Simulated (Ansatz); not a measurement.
Reactions of C3H6FNSi (`F[SiH2]C1C=NC1`).

Gas-phase electronic energies from Ansatz, PBE0-D4/def2-TZVP geometries. CBS: MP2 limit from def2 TZ/QZ plus the TZ coupled-cluster correction, frozen cores. This one scheme is used for every species. Functionals use def2-TZVPP. One conformer a species, not always the lowest.

```json
{"reaction": "`F[SiH2]C1C=NC1` + `N=C(N)S` → `N=C(S)N[SiH2]F` + `C1=NCC1`", "PBE-D4 (eV)": "-0.59"}
{"reaction": "`F[SiH2]C1C=NC1` → `C[Si](C)(F)C#N`", "PBE-D4 (eV)": "-2.33"}
{"reaction": "`F[SiH2]C1C=NC1` + H–F → `FC1C=NC1` + `F[SiH3]`", "PBE-D4 (eV)": "0.87"}
{"reaction": "`F[SiH2]C1C=NC1` → `NC1(F)C=C[SiH2]1`", "PBE-D4 (eV)": "1.34"}
{"reaction": "`F[SiH2]C1C=NC1` → `C#CN(C)[SiH2]F`", "PBE-D4 (eV)": "0.10"}
{"reaction": "`F[SiH2]C1C=NC1` + H₂ → `C1=NCC1` + `F[SiH3]`", "PBE-D4 (eV)": "-0.09"}
{"reaction": "`F[SiH2]C1C=NC1` → `CC[Si]1(F)C=N1`", "PBE-D4 (eV)": "-0.53"}
```

(1) Give the CCSD(T)/CBS values in the same order. (An estimate is asked.)

Largest T1 diagnostic: 0.014, for `N=C(N)S`.

## Answers

(1) The calculation gave: -0.69, -2.60, 0.95, 1.54, -0.05, -0.14, -0.53 eV.
